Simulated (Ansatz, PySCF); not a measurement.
The PySCF input:
```python
from pyscf import gto, scf, dft

mol = gto.M(
    atom='''
O     0.00000000    0.00000000    0.00000000
''',
    basis='cc-pvtz',
    charge=1,
    spin=3,
    verbose=4,
)

mf = dft.UKS(mol)
mf.xc = 'wb97m_v'
mf.grids.atom_grid = (99, 590)
mf.grids.prune = None
mf.kernel()
```

Task: Give the equivalent Ansatz (a quantum-chemistry and plane-wave program) input.

Result: This is not unique; one that fits is 
Ansatz 0.2 input:
```yaml
crystal:
  periodic: [false, false, false]
  atoms:
    - {symbol: O, position_ang: [0.00000000, 0.00000000, 0.00000000]}
basis:
  gaussian:
    orbitals: cc-pVTZ
hamiltonian:
  xc: {name: wB97M-V}
total_charge: 1
magnetization: {spin_polarized: true, initial_magnetization: 3}
accuracy: high
```

Both were run: PySCF gave -74.568022 Eh and Ansatz -74.568022 Eh, 0.000 mEh apart.
